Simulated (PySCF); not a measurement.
Isomers of C9H10Se, from PBE0-D3(BJ)/def2-SVP geometry optimisation, gas phase in PySCF. One conformer each, no zero-point energy, no frequencies.

Question: Which is lower in electronic energy at this level?
A. `[CH3:1][C@H:2]1[CH2:3][c:4]2[cH:5][cH:6][cH:7][cH:8][c:9]2[Se:10]1` with C1–C2–C3–C4 160°, C2–C3–C4–C5 155°, C8–C9–Se10–C2 -165°, C1–C2–Se10–C9 -154°: A = 1985, B = 750.2, C = 554.4 MHz, dipole 1.58 D
B. `[CH3:1][Se:2][C:3]1=[CH:4][C@H:5]2[CH:6]=[CH:7][C@@H:8]1[CH:9]=[CH:10]2` with C1–Se2–C3–C4 1°: A = 2244, B = 635.5, C = 600.7 MHz, dipole 1.10 D

Answer: A. That is `C[C@H]1CC2=CC=CC=C2[Se]1`, 61.3 kcal/mol below the other.

| SMILES | mapped SMILES | E (Eh) | relative (kcal/mol) | relative (kJ/mol) | dipole (D) |
| --- | --- | --- | --- | --- | --- |
| C[C@H]1Cc2ccccc2[Se]1 | [CH3:1][C@H:2]1[CH2:3][c:4]2[cH:5][cH:6][cH:7][cH:8][c:9]2[Se:10]1 | -2749.32388 | 0.0 | 0.0 | 1.58 |
| C[Se]C1=C[C@H]2C=C[C@@H]1C=C2 | [CH3:1][Se:2][C:3]1=[CH:4][C@H:5]2[CH:6]=[CH:7][C@@H:8]1[CH:9]=[CH:10]2 | -2749.22618 | 61.3 | 256.5 | 1.10 |

As drawn, the lower has an aromatic ring, which the higher lacks; the higher has a C=C bond outside aromatic rings, which the lower lacks.
